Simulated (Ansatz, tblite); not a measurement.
Cost and result up the ladder for `C[Si](C)(C)C#Cc1ccc(-c2ccc(-c3ccc(C#C[Si](C)(C)C)[se]3)[se]2)[se]1` (51 atoms). The state is a singlet with charge 0. Geometry: PBE-D4/def2-SVP.

Cartesian coordinates in Å:
```
C -8.2973 -5.7771 2.0753
Si -8.5179 -3.9005 2.1484
C -9.1180 -3.3717 3.8611
C -9.7292 -3.3284 0.8139
C -6.8799 -3.1035 1.8361
C -5.7813 -2.5674 1.6294
C -4.5380 -1.9746 1.3666
C -3.7677 -1.1409 2.1795
C -2.5457 -0.6997 1.6215
C -2.2595 -1.1489 0.3302
C -1.1093 -0.8697 -0.4820
C -0.8119 -1.3136 -1.7713
C 0.4114 -0.8663 -2.3200
C 1.1774 -0.0309 -1.5041
C 2.4526 0.5662 -1.8031
C 3.1934 0.4427 -2.9825
C 4.4242 1.1367 -3.0178
C 4.7485 1.8610 -1.8683
C 5.8825 2.6403 -1.6007
C 6.8781 3.3338 -1.3457
Si 8.3630 4.3673 -0.9679
C 9.2673 3.6085 0.5096
C 9.4796 4.3818 -2.4943
C 7.7867 6.1196 -0.5510
Se 3.3732 1.6671 -0.5710
Se 0.2915 0.2452 0.1474
Se -3.6648 -2.2541 -0.2986
H -7.5754 -6.1233 2.8423
H -7.9190 -6.0935 1.0822
H -9.2653 -6.2900 2.2547
H -10.1024 -3.8325 4.0867
H -8.4026 -3.6851 4.6481
H -9.2316 -2.2703 3.9197
H -9.3704 -3.6121 -0.1963
H -9.8539 -2.2269 0.8356
H -10.7257 -3.7926 0.9684
H -4.1079 -0.8584 3.1855
H -1.8548 -0.0398 2.1685
H -1.4963 -1.9754 -2.3240
H 0.7443 -1.1560 -3.3266
H 2.8347 -0.1589 -3.8297
H 5.0995 1.1216 -3.8847
H 9.5936 2.5729 0.2852
H 10.1666 4.2072 0.7654
H 8.6108 3.5745 1.4029
H 8.9505 4.8091 -3.3703
H 9.8060 3.3552 -2.7576
H 10.3863 4.9946 -2.3061
H 8.6553 6.7703 -0.3165
H 7.2376 6.5696 -1.4027
H 7.1112 6.1171 0.3287
```

Ansatz on 2 threads of AMD EPYC 7R13 on a shared host and a share (18 GiB) of an NVIDIA H100 80GB HBM3; xTB runs through tblite on one thread. Times are rough, summed over both states, and most runs start from the orbitals of an earlier one. PBE0-D4/def2-TZVP serves as the yardstick here, not as an exact answer. The other state is a triplet.

The xTB rows come from tblite. Single mean-field runs in def2-TZVP are fitted with def2-universal-jkfit.

xTB has no spin-polarisation term.

```tsv
level	functions	vertical triplet (eV)	difference from PBE0-D4/def2-TZVP (eV)
GFN2-xTB	157	1.57	0.04
GFN1-xTB	181	1.61	0.07
PBE-D4/def2-TZVP	1044	1.44	-0.10
PBE0-D4/def2-TZVP (with forces)	1044	1.54	0.00
```

(1) Estimate how long each takes.

## Answers

(1) GFN2-xTB 0.34 s; GFN1-xTB 0.41 s; PBE-D4/def2-TZVP 61 s; PBE0-D4/def2-TZVP (with forces) 3 min. On shared hardware such times vary by a factor of up to 3.
